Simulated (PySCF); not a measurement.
# Dipole moment and polarisability of `CC(C)C1CPC1`

Species: C6H13P.
Cartesian coordinates in Å at the GFN2-xTB level; atoms count from 1:
```
atom  x, y, z in Å
C1     1.3240    0.8035   -1.3370
C2     0.7857   -0.2742   -0.3980
C3     1.8284   -0.6252    0.6612
C4    -0.5090    0.1927    0.2656
C5    -1.2346   -0.8450    1.1389
P6    -2.9134   -0.2200    0.5856
C7    -1.6987    0.4545   -0.6735
H8     1.5574    1.7084   -0.7792
H9     0.5917    1.0496   -2.1021
H10    2.2316    0.4600   -1.8284
H11    0.5670   -1.1737   -0.9860
H12    1.4608   -1.4069    1.3212
H13    2.7443   -0.9754    0.1913
H14    2.0654    0.2500    1.2628
H15   -0.3011    1.0914    0.8546
H16   -1.0814   -1.8599    0.7666
H17   -1.0329   -0.8250    2.2082
H18   -2.8589    0.9281    1.3953
H19   -1.8566    1.4794   -1.0045
H20   -1.6749   -0.2015   -1.5459
```

Level: PBE0/def2-SVPD (PySCF), static field, nuclei fixed, core orbitals frozen in the response. The polarisability tensor in these axes (au):

```
x   111.83  -0.52  -5.32
y    -0.52  84.60  -5.50
z    -5.32  -5.50  89.89
```

Problem. What are the eigenvalues, a third of the trace, and Δα (Δα² = ½Σ(αi − αj)² over the three pairs)?

Solution. Principal values 80.78, 92.47 and 113.07 au; mean 95.44 au = 14.14 Å³ = 15.74 × 10⁻⁴⁰ C²·m²/J; Δα = 28.31 au (30 % of the mean).

Problem. What is the dipole moment, and where does it point?

Solution. (1.43, 0.35, -0.11) D, 1.48 D in size, pointing from the negative to the positive side. Measured along this direction, the outermost atoms are P6 at the negative end and H10 and H13 at the positive end.

Problem. Orientational against electronic polarisability at 250 K (dilute gas, rigid molecules)?

Solution. In Gaussian units μ²/3kT = 21.11 Å³ against 14.14 Å³, a ratio of 1.49; the Debye molar polarisation (4π/3)N_A(α + μ²/3kT) is 88.9 cm³/mol, leaving out the vibrational part.

Problem. Find the Langevin capture rate constant for NH4+ (18.034 u) meeting this molecule (116.075 u), k = 2.342 × 10⁻⁹ cm³/s × √(α in Å³ / reduced mass in u).

Solution. The reduced mass is 15.61 u, so k = 2.23 × 10⁻⁹ cm³/s. The formula leaves out the permanent dipole, which adds to the capture rate.

Problem. Sum over states: ᾱ = Σ f/ω², ω in Eh. What share falls to these 8 lowest TDDFT singlets (eV, f)? 5.81, 0.0395; 6.08, 0.0236; 6.72, 0.0084; 6.83, 0.0353; 7.10, 0.0820; 7.46, 0.0048; 7.73, 0.0004; 7.77, 0.0456.

Solution. They add up to 3.87 au, 4.1 % of the 95.44 au; the largest single term is 1.21 au, from the state at 7.10 eV. Terms in order: 0.87, 0.47, 0.14, 0.56, 1.21, 0.06, 0.00, 0.56 au. Higher excitations give the rest. The strengths listed sum to 0.240.

Problem. Traceless (Buckingham) quadrupole moment about the centre of nuclear charge: eigenvalues?

Solution. -8.18, 3.33, 4.85 D·Å. The values depend on the origin, since the dipole doesn't vanish. The electronic extent ⟨r²⟩ about the same centre is 1156 bohr², a root-mean-square distance of 2.25 Å for the 64 electrons.

Problem. What molar refraction does this α imply?

Solution. Lorentz–Lorenz: R = (4π/3)N_A α = 2.5225 cm³/(mol·Å³) × 14.14 Å³ = 35.7 cm³/mol, in the limit of long wavelengths.

Isolated species at its GFN2-xTB geometry (one conformer only).
